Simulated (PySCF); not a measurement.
NMR data simulated for an unnamed compound:

1H NMR (400 MHz, computed): δ 5.63 (m, 1H), 5.17 (m, 1H), 4.93 (m, 1H).

13C{1H} NMR (computed): δ 178.4 (C), 129.4 (C), 123.6 (C), 106.8 (CH), 74.9 (CH2).

No relativistic terms, isolated molecule, one computed conformer, one averaged value for each set of equivalent atoms. Structure optimised with GFN2-xTB; σ from GIAO-PBE0/pcSseg-1; PySCF 2.14.

References, each an isolated molecule treated in the same way: 1H and 13C against TMS.

**Question.** Which of these does the molecule contain: an amide, a CF3 group, an ester, a non-aromatic C=C double bond, a tert-butyl group?

**Answer.** 
- An amide: no.
- A CF3 group: yes (δC 129.4).
- An ester: no.
- A non-aromatic C=C double bond: yes.
- A tert-butyl group: no.

The data belong to SMILES FC1=C[C@](F)(C(F)(F)F)OC1, C5H3F5O; they needn't prove each group on their own.

Carbon signals by region: 1 in the far downfield region (above 160 ppm), 3 in the sp2 and nitrile region (100–160 ppm), 1 at 50–100 ppm. Above 160 ppm: 178.4, fully substituted alkene carbon.

Splittings by 19F in the carbon and heteronuclear signals aren't shown, as no couplings were computed. Shifts are as computed. Against solution values, carbons near 30 ppm lie about +3 ppm off and those near 130 ppm about +5 ppm. Of 1211 compounds with measured shifts, 218 miss one by over three times the rms of a fit or turn the order of signals round; such compounds aren't used in these exercises. Multiplicities follow the n + 1 count of equivalent neighbours, as no J values were calculated; m marks all less simple cases, F and P coupling included.
